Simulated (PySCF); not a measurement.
## Bromine: a sound run and one with changed settings

Sound run: Br²⁺ [Ar] 3d10 4s2 4p3, Br³⁺ [Ar] 3d10 4s2 4p2. Computed with PySCF 2.14 in cc-pVDZ-PP with ECP10MDF, with scalar relativity through the core potential. In the sound run the correlated levels freeze 3s2 3p6 3d10 outside the core potential. The sound run starts from symmetry-adapted Hartree-Fock orbitals and uses a fine grid where one is needed.

A second run was set up differently.

```
species   method  sound run (hartree)  changed run (hartree)  converged
   Br²⁺      MP2           -414.39464             -414.35093        yes
   Br²⁺  CCSD(T)           -414.40981             -414.35531        yes
   Br³⁺      MP2           -413.10957             -413.06973        yes
   Br³⁺  CCSD(T)           -413.12653             -413.07147        yes
```

Ionisation energy of Br²⁺:

| method | sound run (eV) | changed run (eV) |
| --- | --- | --- |
| UHF | 34.613 | 34.613 |
| MP2 | 34.968 | 34.863 |
| SCS-MP2 | 34.848 | 34.696 |
| CCSD | 34.918 | 34.935 |
| CCSD(T) | 34.920 | 34.935 |

**Question.** What was changed?
A. a valence shell is frozen
B. level shift left on
C. minimal basis
D. basis contracted for another Hamiltonian

**Answer.** A. Freezing a valence shell removes pair correlation that changes on ionisation.
